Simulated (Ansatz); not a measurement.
Diatomic ZrAs, multiplicity 4 (an upper state: multiplicity 2 came lower at PBE0/def2-TZVPP). No spin–orbit coupling. As is treated without relativity.

Seven points along R, fitted to fifth degree in 1/R; most abundant isotopes. In def2 and cc sets the state is the lowest found near the PBE0 minimum, followed along R.

Codes used: Ansatz (Gaussian orbitals).  In def2 rows elements past Kr take small-core potentials, without spin–orbit coupling.

Problem. What bond length and harmonic frequency does PBE/def2-TZVPP give?

Solution. r_e = 2.451 Å, ω_e = 308 cm⁻¹.

Problem. What bond length and harmonic frequency does PBE0/def2-TZVPP give?

Solution. r_e = 2.430 Å, ω_e = 324 cm⁻¹.

Problem. What bond length and harmonic frequency does wB97X-V/def2-TZVPP give?

Solution. r_e = 2.418 Å, ω_e = 337 cm⁻¹.

Ansatz is a quantum-chemistry and plane-wave program.
